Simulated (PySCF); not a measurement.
BBr₃, SMILES BrB(Br)Br. Atoms are numbered in the order given.

```xyz
4

B      0.0000     0.0000     0.0000
Br     1.9050     0.0000     0.0000
Br    -0.9525    -1.6498     0.0000
Br    -0.9525     1.6498     0.0000
```

Geometry optimised at r2SCAN-D4/def2-SVP. The isomer is the one that the SMILES or the coordinates give; other isomers of the formula were not compared.

Two levels are set side by side: PBE/pcSseg-1 (PySCF) and PBE0/pcSseg-1 (PySCF). GIAO shifts against BF3 (¹¹B) at the same level; non-relativistic, no solvent, atoms listed together averaged. Without spin–orbit terms, shifts of atoms bonded to Cl or Br come out too high at both levels. Differences are taken from unrounded values.

| quantity | PBE0 | PBE | PBE minus PBE0 |
|---|---|---|---|
| δ(¹¹B) of B1 (ppm) | 57.0 | 54.7 | -2.3 |

Rough cost on one machine, each run with all the roots and properties that it gave: PBE0 against PBE within a factor of 2.
